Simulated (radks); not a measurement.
Tl75+, 6 electrons, occupied as [He] 2s2 2p2.

Calculated with a radial shooting solver on a logarithmic mesh with Libxc functionals: non-relativistic Kohn-Sham, TPSS, spin-polarised, spherical densities, point nucleus; open shells are filled with parallel spins first (spin-orbit coupling, left out, can overturn this in heavy ions); meta-GGA in the generalised Kohn-Sham scheme; relativity is left out, which matters for an element this heavy.

Energy parts (hartree):
total: -9580.6285
kinetic: 9580.4370
electron-nucleus: -19418.8469
Hartree: 346.5017
exchange-correlation: -88.7203

Orbitals (lengths in bohr, moments of r in powers of bohr; <r^-3> diverges for s and p1/2):
| orbital | occ. | eigenvalue (hartree) | <r^-3> | <r> | <r^4> |
|---|---|---|---|---|---|
| 1s up | 1 | -3143.899 | - | 0.01864 | 5.411e-07 |
| 1s down | 1 | -3142.214 | - | 0.01863 | 5.396e-07 |
| 2s up | 1 | -749.2494 | - | 0.07598 | 0.00007457 |
| 2s down | 1 | -746.5850 | - | 0.07612 | 0.00007515 |
| 2p up | 2 | -740.0319 | 20370 | 0.06385 | 0.00004516 |
| 2p down | 0 | -736.4883 | 20290 | 0.06401 | 0.00004567 |

The highest occupied level is 2p up at -20137 eV. Summed over all electrons, <r^2> = 0.02424 bohr^2, which gives a Langevin (diamagnetic) susceptibility term of -0.0192 x 10^-6 cm^3/mol. For comparison, the ionisation energy in NIST's Atomic Spectra Database is 22780 eV (theoretical). In exact Kohn-Sham theory the highest level is minus the ionisation energy, but local and semilocal functionals leave it too shallow, through self-interaction and a potential that decays too fast; potentials with the right tail come closer. The spin density at the nucleus is 20.8 e/bohr^3 (1s -115.8, 2s 136.5).
